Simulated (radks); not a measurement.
Values are calculated unless marked as measured or tabulated.
Question: Species: Er2+. Configuration: [Xe] 4f8 5d1 6s2 6p1 (not the ground configuration). Code: a radial shooting solver on a logarithmic mesh with Libxc functionals. Model: scalar-relativistic Kohn-Sham, PBE, spin-unpolarised, spherical densities, finite nucleus; Fermi nuclear charge, rms radius 5.2516 fm. Some entries of the table are withheld. Estimate them.

| orbital | occ. | eigenvalue (eV) | r(max) (bohr) | <1/r> (bohr^-1) |
|---|---|---|---|---|
| 1s | 2 | -57419.69 | 0.01286 | 77.54 |
| 2s | 2 | (1) | 0.07324 | 18.05 |
| 2p | 6 | -8584.797 | 0.05957 | 16.67 |
| 3s | 2 | -2223.925 | 0.2072 | 6.656 |
| 3p | 6 | -1885.345 | 0.2039 | 6.218 |
| 3d | 10 | -1461.045 | 0.1665 | 5.892 |
| 4s | 2 | -487.5915 | 0.4728 | 2.829 |
| 4p | 6 | -375.3541 | 0.4936 | 2.596 |
| 4d | 10 | -224.8313 | 0.5082 | 2.310 |
| 5s | 2 | (2) | 1.067 | 1.147 |
| 5p | 6 | -63.5572 | 1.189 | 0.9920 |
| 4f | 8 | -58.5594 | 0.4905 | (3) |
| 5d | 1 | -27.4684 | 1.496 | 0.7232 |
| 6s | 2 | -22.1549 | 2.541 | 0.4604 |
| 6p | 1 | -15.6565 | 3.014 | 0.3824 |

Answer: 
(1) 2s eigenvalue (eV): -9697.607
(2) 5s eigenvalue (eV): -93.1890
(3) 4f <1/r> (bohr^-1): 1.851
